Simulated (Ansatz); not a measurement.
H4HfO4, SMILES `[OH][Hf]([OH])([OH])[OH]`. Charge 0, multiplicity 1. Hf: def2 effective core potential.

```xyz
9

O    -1.3664   -1.2605   -0.5365
Hf    0.0000    0.0000    0.0000
O     1.6749   -0.9368    0.2465
O    -0.5105    0.8484    1.6623
O     0.2019    1.3489   -1.3724
H    -2.1267   -1.5592   -1.0234
H     2.2947   -1.6485    0.1302
H    -0.5072    0.9808    2.6040
H     0.3393    2.2269   -1.7107
```

Task: List the harmonic frequencies (cm⁻¹, unscaled) at PBE0-D4/def2-TZVP in Ansatz. (An estimate is asked.)

Result: The calculation gave: 92, 93, 140, 144, 158, 158, 164, 165, 206, 220, 254, 254, 256, 667, 667, 669, 708, 4023, 4023, 4023, 4028.

Task: Is this a minimum?

Result: Yes, all 21 modes are real.

Task: Give the ideal-gas thermochemistry at 298.15 K and 1 bar (rigid rotor, harmonic oscillator; point group S4, symmetry number 2).

Result: Zero-point energy 126.3 kJ/mol; H(298) − E = 158.0 kJ/mol; entropy 424.9 J/(mol·K), of which translation 177.5, rotation 107.6, vibration 139.7; G(298) − E = 31.4 kJ/mol. Modes under 100 cm⁻¹ are hindered rotations or soft bends, so the harmonic entropy is rough.
